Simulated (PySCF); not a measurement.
C2H6F2OSi, SMILES C([Si@@H](F)CO)F. Geometry: TPSSh-D3(BJ)/def2-SVP. The structure was generated by enumeration; whether it is a known compound was not checked. The values are those of a single conformer.

### Question
Give the equilibrium geometry at TPSSh-D3(BJ)/def2-SVP (PySCF confirms it by a frequency run) as bond lengths and angles. (An estimate is asked for; the answer gives what the named calculation found.)

### Answer
This is not unique; one that fits is 
Atoms: O1 C2 Si3 F4 C5 F6 H7 H8 H9 H10 H11 H12. Bonds (Å): O1–C2 1.428, O1–H7 0.969, C2–Si3 1.887, C2–H8 1.110, C2–H9 1.103, Si3–F4 1.635, Si3–C5 1.897, Si3–H10 1.486, C5–F6 1.404, C5–H11 1.105, C5–H12 1.104. Bond angles (°): C2–O1–H7 107.7, O1–C2–Si3 112.5, O1–C2–H8 112.6, O1–C2–H9 106.4, Si3–C2–H8 109.8, Si3–C2–H9 109.3, H8–C2–H9 105.9, C2–Si3–F4 110.9, C2–Si3–C5 110.5, C2–Si3–H10 109.7, F4–Si3–C5 107.7, F4–Si3–H10 107.8, C5–Si3–H10 110.4, Si3–C5–F6 105.7, Si3–C5–H11 112.7, Si3–C5–H12 113.5, F6–C5–H11 108.6, F6–C5–H12 108.7, H11–C5–H12 107.6.
